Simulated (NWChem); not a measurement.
Species: CH6AlNO; SMILES C[O][AlH][NH2]

```xyz
10

Al    -0.7857     0.6381     0.0004
H     -2.2485     1.2469    -0.0122
O     -0.6432    -1.0699    -0.0261
C      0.3562    -2.0451    -0.0268
H      1.3920    -1.6267    -0.0042
H      0.2563    -2.7177     0.8566
H      0.2836    -2.6886    -0.9343
N      0.6509     1.6934     0.0406
H      0.6025     2.7146     0.0576
H      1.6284     1.3947     0.0496
```
Atoms are numbered in this order, from 1.

Computed with NWChem. Pople sets run with spherical d functions. Structure relaxed at the PBE-D3(BJ)/def2-SVP level. Level: PBE0/6-31+G*; rows give the wavelength of the field.

| field | isotropic polarisability (bohr³) | anisotropy (bohr³) |
|---|---|---|
| static | ___ | 11.4 |
| 1065 nm | 48.5 | 11.5 |
| 589 nm | 49.8 | 11.5 |

Task: Some entries are withheld; supply them.

Result: 
- static, isotropic polarisability (bohr³): 47.9
